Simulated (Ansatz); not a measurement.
`[SiH3][GaH][SH]` + H₂ → `[SH][GaH2]` + SiH₄ at 298.15 K and 1 bar (hydrogenolysis of a Ga–Si bond).

Computed with Ansatz on PBE0-D4/def2-TZVP structures; ΔE is electronic, products minus reactants. CCSD(T)/CBS is the MP2 limit (def2-TZVPP, def2-QZVPP) plus CCSD(T) − MP2 in def2-TZVPP, frozen cores. This one scheme is used for every species. For Ga outer-core shells are correlated without core-valence functions, which leaves a few kJ/mol of doubt a bond. Scalar relativity is left out up to krypton. One conformer a species, not always the lowest.

```
          species  CCSD(T)/CBS energy (Eh)  H − E (kJ/mol)  S (J/(mol·K))
`[SiH3][GaH][SH]`              -2613.82650           127.4          349.8
               H₂                 -1.17544            35.1          130.4
     `[SH][GaH2]`              -2323.53734            73.1          277.9
             SiH₄               -291.46306            92.1          204.8
```

H − E and S are ideal-gas, rigid-rotor, harmonic terms from PBE0-D4/def2-TZVP, for one conformer and one mirror image of each species. The MP2-based limit puts H₂ 0.8 mEh under its directly extrapolated value; such offsets cancel only in part. 1 Eh = 2625.50 kJ/mol, R = 8.31446 J/(mol·K).

Problem. By hand: ΔE, ΔH, ΔS and ΔG.

Solution. ΔE = (-2323.53734) + (-291.46306) − (-2613.82650) − (-1.17544) = 0.00154 Eh = 4.0 kJ/mol. Δ(H − E) = 73.1 + 92.1 − 127.4 − 35.1 = 2.7, so ΔH = 6.7 kJ/mol. ΔS = 277.9 + 204.8 − 349.8 − 130.4 = 2.5 J/(mol·K). ΔG = 6.7 − 298.15 × (2.5)/1000 = 6.0 kJ/mol.

Problem. By hand: the equilibrium constant, and the temperature at which ΔG would vanish if ΔH and ΔS stayed fixed.

Solution. log₁₀ K = −ΔG/(RT ln 10) = -1.1. ΔG = 0 at ΔH/ΔS = 2680 K, far beyond where these terms or the molecules hold.

The number of gas molecules stays the same, so ΔS is small and ΔH decides. A doubt of 5 kJ/mol in ΔE shifts log₁₀ K by 0.9 here. Other conformers and mirror images would add mixing entropy, several J/(mol·K) or more a flexible species. Modes under 60 cm⁻¹, often nearly free rotors, make the harmonic entropy too high. These are equilibria of isolated gas molecules and say nothing of rates. Largest T1 diagnostic: 0.014 (customary marks: 0.02 for closed shells, 0.045 for open ones).
